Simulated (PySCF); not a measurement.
Electron correlation in Ne(2+) (neon, charge +2)

[He] 2s2 2p4, high-spin 3P determinant. All numbers are calculated (PySCF 2.14, no relativity, point nucleus, in def2-SVP (3s2p1d, 14 functions)). Frozen: 1s2; 6 electrons correlated.

MP2 pair energies summed by pair of shells (mhartree):

```tsv
pair	energy	share (%)
2p-2p	-41.86	46.9
2s-2p	-40.82	45.8
2s-2s	-6.54	7.3
```

Total MP2 correlation energy: -89.22 mhartree.

Same-spin part -21.25 and opposite-spin part -67.97 mhartree; SCS-MP2 scales them by 1/3 and 6/5 to -88.65 mhartree.

```tsv
level	correlation energy (mhartree)
CCSD	-101.98
(T)	-0.66
CCSD(T)	-102.64
```

Diagnostics: T1 = 0.0033, D1 = 0.0055, largest double amplitude 0.031.

Question: Is a single reference adequate?

Answer: Yes: T1 lies below 0.03 and no double amplitude reaches 0.07.
